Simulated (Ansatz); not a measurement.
Reactions of FH₈N₃OSi₂, SMILES `N[SiH](O)N[SiH](N)F`.

Gas-phase electronic energies from Ansatz, PBE0-D4/def2-TZVP geometries. CCSD(T)/CBS adds triple-zeta CCSD(T) − MP2 to the extrapolated MP2 energy (def2 sets, frozen cores). This one scheme is used for every species, atoms too. DFT in def2-TZVPP. B3LYP here is the variant with VWN-RPA as its local correlation; programs differ in this. Open shells (•) are unrestricted, without spin–orbit coupling. Spin–orbit coupling would lower the free atoms: a little for F, O, Si. Each species was taken in one conformer, which may not be the lowest.

| reaction | CCSD(T)/CBS(def2) (eV) |
| --- | --- |
| `N[Si@H](O)N[Si@@H](N)F` + NH₃ → `N[SiH](N)F` + `N[SiH](N)O` | 0.16 |
| `N[Si@H](O)N[Si@@H](N)F` + HCl → `N[Si@H](F)N[Si@@H](N)Cl` + H₂O | ? |
| `N[Si@H](O)N[Si@@H](N)F` + H₂ → `N[SiH2]N[SiH](N)O` + H–F | 1.47 |
| `N[Si@H](O)N[Si@@H](N)F` → F• + 8 H• + 3 N• + O• + 2 Si• | ? |
| `N[Si@H](O)N[Si@@H](N)F` → `N[Si]F` + `N[SiH](N)O` | 2.31 |
| `N[Si@H](O)N[Si@@H](N)F` → `[NH][SiH](N)F`• + `N[SiH]O`• | ? |
| `N[Si@H](O)N[Si@@H](N)F` + H–F → `N[Si@H](F)N[Si@H](N)F` + H₂O | -0.43 |
| `N[Si@H](O)N[Si@@H](N)F` + `N[SiH](O)Cl` → `N[Si@H](Cl)O[Si@@H](N)O` + `N[SiH](N)F` | -0.52 |
| `N[Si@H](O)N[Si@@H](N)F` + H₂ → `N[SiH2]F` + `N[SiH](N)O` | 0.72 |

Task: Fill in the missing values. (An estimate is asked.)

Result: Ansatz gave: `N[Si@H](O)N[Si@@H](N)F` + HCl → `N[Si@H](F)N[Si@@H](N)Cl` + H₂O: +0.07 eV; `N[Si@H](O)N[Si@@H](N)F` → F• + 8 H• + 3 N• + O• + 2 Si•: +58.86 eV; `N[Si@H](O)N[Si@@H](N)F` → `[NH][SiH](N)F`• + `N[SiH]O`•: +5.64 eV.

Largest T1 diagnostic: 0.014, for `N[SiH]O`•.
